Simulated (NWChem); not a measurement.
System: Si2NH6 cation

NWChem printed, in part:

```
             Northwest Computational Chemistry Package (NWChem) 7.3.0
             --------------------------------------------------------

                             Geometry "geometry" -> ""
                             -------------------------

 Output coordinates in angstroms (scale by  1.889725989 to convert to a.u.)

  No.       Tag          Charge          X              Y              Z
 ---- ---------------- ---------- -------------- -------------- --------------
    1 Si                  14.0000    -0.13959800     1.59231300     0.00030100
    2 N                    7.0000     0.61149200     0.12275500    -0.00082900
    3 Si                  14.0000    -0.11376800    -1.56132400    -0.00129900
    4 H                    1.0000    -1.61372900     1.61091700     0.00031000
    5 H                    1.0000     0.68415100     2.81623000     0.00141800
    6 H                    1.0000     1.63607500     0.14139800    -0.00121300
    7 H                    1.0000     0.36230000    -2.21212400    -1.24521600
    8 H                    1.0000    -1.57519700    -1.30111800     0.00982800
    9 H                    1.0000     0.38045600    -2.21937000     1.23162800

 Effective nuclear repulsion energy (a.u.)     146.6347267046

  xc_inp: hfexch multiplicative factor not found.
                              NWChem Property Module
                              ----------------------

  itol2e modified to match energy
  convergence criterion.

                                 NWChem DFT Module
                                 -----------------

 Summary of "ao basis" -> "ao basis" (spherical)
 ------------------------------------------------------------------------------
       Tag                 Description            Shells   Functions and Types
 ---------------- ------------------------------  ------  ---------------------
 Si                         def2-svp                 8       18   4s3p1d
 N                          def2-svp                 6       14   3s2p1d
 H                          def2-svp                 3        5   2s1p

  itol2e modified to match energy
  convergence criterion.

            General Information
            -------------------
          SCF calculation type: DFT
          Wavefunction type:  closed shell.
          No. of atoms     :     9
          No. of electrons :    40
           Alpha electrons :    20
            Beta electrons :    20
          Charge           :     1
          Spin multiplicity:     1
          Use of symmetry is: off; symmetry adaption is: off
          Maximum number of iterations: 150
          AO basis - number of functions:    80
                     number of shells:    40
          Convergence on energy requested:  1.00D-07
          Convergence on density requested:  1.00D-05
          Convergence on gradient requested:  5.00D-04

              XC Information
              --------------
                     Hartree-Fock (Exact) Exchange  1.000

      Superposition of Atomic Density Guess
      -------------------------------------

 Sum of atomic energies:        -634.71694431

 Renormalizing density from      41.00 to     40

      Non-variational initial energy
      ------------------------------

 Total energy =    -625.964371
 1-e energy   =   -1140.593766
 2-e energy   =     367.994668
 HOMO         =      -0.644251
 LUMO         =      -0.316641

   convergence    iter        energy       DeltaE   RMS-Dens  Diis-err
 ---------------- ----- ----------------- --------- --------- ---------
 d= 0,ls=0.0,diis     1   -635.2185939256 -7.82D+02  1.19D-02  1.11D+00
 d= 0,ls=0.0,diis     2   -635.3077273683 -8.91D-02  4.49D-03  3.93D-01
 d= 0,ls=0.0,diis     3   -635.3541858826 -4.65D-02  9.45D-04  1.10D-02
 d= 0,ls=0.0,diis     4   -635.3558407522 -1.65D-03  3.09D-04  2.61D-04
 d= 0,ls=0.0,diis     5   -635.3559238890 -8.31D-05  5.16D-05  7.89D-06
  Resetting Diis
 d= 0,ls=0.0,diis     6   -635.3559264127 -2.52D-06  1.72D-05  8.07D-07
 d= 0,ls=0.0,diis     7   -635.3559267236 -3.11D-07  3.62D-06  5.82D-08
 d= 0,ls=0.0,diis     8   -635.3559267471 -2.35D-08  2.59D-06  1.35D-08

         Total DFT energy =     -635.355926747072
      One electron energy =    -1162.333756134335
           Coulomb energy =      429.612598306224
    Exchange-Corr. energy =      -49.269495623538
 Nuclear repulsion energy =      146.634726704576

 Numeric. integr. density =        0.000000000000

                       DFT Final Molecular Orbital Analysis
                       ------------------------------------

 Vector   18  Occ=2.000000D+00  E=-6.964519D-01
              MO Center=  3.9D-01, -6.0D-01, -5.1D-03, r^2= 2.6D+00
   Bfn.  Coefficient  Atom+Function         Bfn.  Coefficient  Atom+Function
  ----- ------------  ---------------      ----- ------------  ---------------
    24      0.393095  2 N  pz                27     -0.338786  2 N  pz
    42     -0.208878  3 Si pz                66      0.186994  7 H  s
    76     -0.185284  9 H  s                 45     -0.151928  3 Si pz
    39      0.119491  3 Si pz                10     -0.116086  1 Si pz
    13     -0.095025  1 Si pz                67      0.076112  7 H  s

 Vector   19  Occ=2.000000D+00  E=-6.528620D-01
              MO Center= -6.3D-01, -1.5D+00,  9.7D-03, r^2= 2.3D+00
   Bfn.  Coefficient  Atom+Function         Bfn.  Coefficient  Atom+Function
  ----- ------------  ---------------      ----- ------------  ---------------
    71      0.368301  8 H  s                 40     -0.272779  3 Si px
    72      0.209885  8 H  s                 76     -0.190440  9 H  s
    66     -0.185712  7 H  s                 43     -0.179143  3 Si px
    37      0.150089  3 Si px                41      0.132769  3 Si py
    44      0.095820  3 Si py                77     -0.094652  9 H  s

 Vector   20  Occ=2.000000D+00  E=-6.185521D-01
              MO Center=  3.3D-01, -1.1D+00, -8.0D-03, r^2= 3.3D+00
   Bfn.  Coefficient  Atom+Function         Bfn.  Coefficient  Atom+Function
  ----- ------------  ---------------      ----- ------------  ---------------
    24      0.329329  2 N  pz                27     -0.308327  2 N  pz
    66     -0.268427  7 H  s                 76      0.266309  9 H  s
    42      0.233878  3 Si pz                67     -0.157996  7 H  s
    77      0.156806  9 H  s                 45      0.141607  3 Si pz
    13     -0.122903  1 Si pz                39     -0.123513  3 Si pz

[...]

          -----------------------
          Electric field gradient
          -----------------------

 1 a.u. = 0.324123 10**(16) esu/cm**3  ( or statvolts/cm**2 ) = 0.97174 10**(22) v/m**2

 ------------------------------------------------------------
   Atom      X         Y         Z
 ------------------------------------------------------------
    1 Si  -0.26380   3.00904   0.00057
 ------------------------------------------------------------

 Electric field gradient in molecular frame (a.u.)
         XX             YY             ZZ             XY             XZ             YZ
 ------------------------------------------------------------------------------------------
        0.854909       0.747454      -1.602364       0.059111       0.000043       0.002121

 Principal components (a.u.) and orientation
 of principal axis w.r.t. absolute frame                      Asymmetry parameter eta
 --------------------------------------------------------------------------------------
       -1.602366       0.881062       0.721304                       0.099701

        0.000004       0.914494      -0.404599
       -0.000903       0.404599       0.914494
        1.000000       0.000362       0.000827

 ------------------------------------------------------------
   Atom      X         Y         Z
 ------------------------------------------------------------
    2 N    1.15555   0.23197  -0.00157
 ------------------------------------------------------------

 Electric field gradient in molecular frame (a.u.)
         XX             YY             ZZ             XY             XZ             YZ
 ------------------------------------------------------------------------------------------
       -0.323831       0.008676       0.315155       0.068630       0.000288      -0.000201

 Principal components (a.u.) and orientation
 of principal axis w.r.t. absolute frame                      Asymmetry parameter eta
 --------------------------------------------------------------------------------------
       -0.337439       0.315155       0.022284                       0.867922

        0.980903       0.000390       0.194499
       -0.194499      -0.000568       0.980903
       -0.000493       1.000000       0.000481

 ------------------------------------------------------------
   Atom      X         Y         Z
 ------------------------------------------------------------
    3 Si  -0.21499  -2.95047  -0.00245
 ------------------------------------------------------------

 Electric field gradient in molecular frame (a.u.)
         XX             YY             ZZ             XY             XZ             YZ
 ------------------------------------------------------------------------------------------
        0.140079      -0.596922       0.456844      -0.489705       0.001089       0.000598

 Principal components (a.u.) and orientation
 of principal axis w.r.t. absolute frame                      Asymmetry parameter eta
 --------------------------------------------------------------------------------------
       -0.841288       0.456851       0.384436                       0.086076

        0.446500       0.009094       0.894737
        0.894783      -0.003658      -0.446486
       -0.000787       0.999952      -0.009770

 ------------------------------------------------------------
   Atom      X         Y         Z
 ------------------------------------------------------------
    4 H   -3.04951   3.04419   0.00059
 ------------------------------------------------------------

 Electric field gradient in molecular frame (a.u.)
         XX             YY             ZZ             XY             XZ             YZ
 ------------------------------------------------------------------------------------------
       -0.143099       0.071760       0.071340       0.004743       0.000002      -0.000004

 Principal components (a.u.) and orientation
 of principal axis w.r.t. absolute frame                      Asymmetry parameter eta
 --------------------------------------------------------------------------------------
       -0.143204       0.071864       0.071340                       0.003665

        0.999757       0.022058       0.000177
       -0.022059       0.999729       0.007497
       -0.000011      -0.007499       0.999972

 ------------------------------------------------------------
   Atom      X         Y         Z
 ------------------------------------------------------------
    5 H    1.29286   5.32190   0.00268
 ------------------------------------------------------------

 Electric field gradient in molecular frame (a.u.)
         XX             YY             ZZ             XY             XZ             YZ
 ------------------------------------------------------------------------------------------
        0.006007      -0.076912       0.070905      -0.098619      -0.000086      -0.000130

 Principal components (a.u.) and orientation
 of principal axis w.r.t. absolute frame                      Asymmetry parameter eta
 --------------------------------------------------------------------------------------
       -0.142432       0.071527       0.070905                       0.004368

        0.553376       0.832931      -0.001266
        0.832931      -0.553376      -0.000035
        0.000730       0.001035       0.999999

 ------------------------------------------------------------
   Atom      X         Y         Z
 ------------------------------------------------------------
    6 H    3.09173   0.26720  -0.00229
 ------------------------------------------------------------

 Electric field gradient in molecular frame (a.u.)
         XX             YY             ZZ             XY             XZ             YZ
 ------------------------------------------------------------------------------------------
       -0.379247       0.163507       0.215739      -0.010357       0.000226      -0.000035

 Principal components (a.u.) and orientation
 of principal axis w.r.t. absolute frame                      Asymmetry parameter eta
 --------------------------------------------------------------------------------------
       -0.379444       0.215739       0.163705                       0.137133

        0.999818       0.000392      -0.019071
        0.019071      -0.000746       0.999818
       -0.000378       1.000000       0.000753

 ------------------------------------------------------------
   Atom      X         Y         Z
 ------------------------------------------------------------
    7 H    0.68465  -4.18031  -2.35312
 ------------------------------------------------------------

 Electric field gradient in molecular frame (a.u.)
         XX             YY             ZZ             XY             XZ             YZ
 ------------------------------------------------------------------------------------------
        0.050680       0.029978      -0.080658       0.028516       0.060058      -0.080711

 Principal components (a.u.) and orientation
 of principal axis w.r.t. absolute frame                      Asymmetry parameter eta
 --------------------------------------------------------------------------------------
       -0.145666       0.075477       0.070189                       0.036297

       -0.320518       0.710116       0.626900
        0.437985      -0.475719       0.762798
        0.839903       0.519063      -0.158544

 ------------------------------------------------------------
   Atom      X         Y         Z
 ------------------------------------------------------------
    8 H   -2.97669  -2.45876   0.01857
 ------------------------------------------------------------

 Electric field gradient in molecular frame (a.u.)
         XX             YY             ZZ             XY             XZ             YZ
 ------------------------------------------------------------------------------------------
       -0.137266       0.058649       0.078618       0.038718       0.001635      -0.000304

 Principal components (a.u.) and orientation
 of principal axis w.r.t. absolute frame                      Asymmetry parameter eta
 --------------------------------------------------------------------------------------
       -0.144653       0.078630       0.066023                       0.087153

        0.982314       0.007421       0.187092
       -0.187091      -0.000842       0.982342
       -0.007447       0.999972      -0.000561

 ------------------------------------------------------------
   Atom      X         Y         Z
 ------------------------------------------------------------
    9 H    0.71896  -4.19400   2.32744
 ------------------------------------------------------------

 Electric field gradient in molecular frame (a.u.)
         XX             YY             ZZ             XY             XZ             YZ
 ------------------------------------------------------------------------------------------
        0.048883       0.029030      -0.077913       0.030034      -0.061793       0.080947

 Principal components (a.u.) and orientation
 of principal axis w.r.t. absolute frame                      Asymmetry parameter eta
 --------------------------------------------------------------------------------------
       -0.145680       0.075514       0.070165                       0.036718

        0.332778       0.699918       0.631960
       -0.442927      -0.475619       0.760001
        0.832511      -0.532824       0.151737
```

Level: Hartree-Fock/def2-SVP. Structure relaxed at the PBE0/def2-SVP level. NWChem prints the field gradient with the sign opposite to the second derivative of the potential.

Task: Reconstruct the input file.

Result: This is not unique; one that fits is the input that was run:
```
start job
memory heap 200 mb stack 900 mb global 1100 mb
charge 1
geometry units angstroms noautosym nocenter noautoz
  Si    -0.139598     1.592313     0.000301
  N      0.611492     0.122755    -0.000829
  Si    -0.113768    -1.561324    -0.001299
  H     -1.613729     1.610917     0.000310
  H      0.684151     2.816230     0.001418
  H      1.636075     0.141398    -0.001213
  H      0.362300    -2.212124    -1.245216
  H     -1.575197    -1.301118     0.009828
  H      0.380456    -2.219370     1.231628
end
basis spherical
  Si library def2-svp
  N library def2-svp
  H library def2-svp
end
dft
  xc hfexch
  iterations 150
end
property
  efieldgrad
end
task dft property
```
